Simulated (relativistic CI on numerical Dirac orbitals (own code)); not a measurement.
## Radial parameters of W⁵⁴⁺

Method of calculation: Dirac-Coulomb-Breit CI, separate exchange-only KLI orbitals for each configuration, model QED (radiative potential, 1s self-energy scaled to tabulated hydrogen-like ionisation energies), unscaled Slater integrals (own radial code, finite nucleus).

Slater integrals F^k, G^k are unscaled and averaged over j, outside the closed core [Ne]; ζ comes from projecting the Hamiltonian with its Breit term on Σ l·s of the shell.

- 3s2.3p6.3d2: F^2(3d,3d) = 617660, F^4(3d,3d) = 399580, ζ(3d) = 244580 cm⁻¹; <r>(3d) = 0.166, <r^2>(3d) = 0.03186 (bohr units).
- 3s2.3p5.3d3: ζ(3p) = 1.81e+06, F^2(3d,3d) = 616850, F^4(3d,3d) = 399030, F^2(3p,3d) = 529330, G^1(3p,3d) = 555950, G^3(3p,3d) = 373440, ζ(3d) = 242690 cm⁻¹; <r>(3p) = 0.1864, <r^2>(3p) = 0.04028, <r>(3d) = 0.1662, <r^2>(3d) = 0.03193 (bohr units).
- 3s.3p6.3d3: F^2(3d,3d) = 616530, F^4(3d,3d) = 398820, G^2(3s,3d) = 428070, ζ(3d) = 243700 cm⁻¹; <r>(3s) = 0.1893, <r^2>(3s) = 0.04098, <r>(3d) = 0.1663, <r^2>(3d) = 0.03197 (bohr units).

Problem. Give the Racah parameters of the d shell in 3s2.3p6.3d2.

Solution. B = F²/49 − 5F⁴/441 = 8075 cm⁻¹ and C = 35F⁴/441 = 31713 cm⁻¹.

Averages of the first 10 configurations, taken without configuration mixing, which lowers the lowest level and can move excited configurations by several eV; other configurations of the list can lie among them:

```tsv
Configuration	Parity	States	Average energy above the lowest level (eV)
3s2.3p6.3d2	even	45	97.4
3s2.3p5.3d3	odd	720	541.5
3s.3p6.3d3	even	240	989.4
3s2.3p6.3d.4s	even	20	2125.6
3s2.3p6.3d.4p	odd	60	2296.5
3s2.3p6.3d.4d	even	100	2476.3
3s2.3p5.3d2.4s	odd	540	2558.9
3s2.3p6.3d.4f	odd	140	2604.0
3s2.3p5.3d2.4p	even	1620	2730.1
3s2.3p5.3d2.4d	odd	2700	2909.2
```
